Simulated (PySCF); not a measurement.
C2H3F2, SMILES [CH2]C(F)F, multiplicity 2. Atoms are numbered in the order given.

```xyz
7

C      1.3511    -0.2981     0.2356
C     -0.1200    -0.1370     0.3011
F     -0.7215    -0.7390    -0.7768
F     -0.4533     1.1820     0.2554
H      1.9263     0.3911    -0.3869
H      1.8259    -1.1900     0.6479
H     -0.5660    -0.5771     1.2115
```
Charge 0, spin multiplicity 2.

The structure is a stationary point at B3LYP-D3(BJ)/def2-SVP. The isomer is the one that the SMILES or the coordinates give; other isomers of the formula were not compared.

These are PySCF with PBE0/pcH-1 values and carry that method's errors.

Unrestricted Kohn–Sham, ⟨S²⟩ = 0.754. Hyperfine tensors hold the contact and dipolar terms, without spin-orbit corrections.

Computed hyperfine couplings:
| nucleus | A(iso) (MHz) | A(iso) (G) | dipolar principal values (MHz) |
|---|---|---|---|
| 13C no. 1 | 104.4 | 37.3 | -81.3, -80.8, 162.1 |
| 13C no. 2 | -31.8 | -11.4 | -2.2, 0.8, 1.4 |
| 19F no. 3 | 234.0 | 83.5 | -102.4, -95.9, 198.3 |
| 19F no. 4 | 24.4 | 8.7 | -36.9, -26.7, 63.6 |
| 1H no. 5 | -70.0 | -25.0 | -37.9, -2.1, 40.0 |
| 1H no. 6 | -71.5 | -25.5 | -38.2, -1.9, 40.1 |
| 1H no. 7 | 15.7 | 5.6 | -7.0, -3.4, 10.4 |

Q: And the g tensor (effective nuclear charges for spin-orbit coupling, GIAO)? (An estimate is asked for; the answer gives what the named calculation found.)

A: principal values 2.0020, 2.0021, 2.0028; isotropic 2.0023.
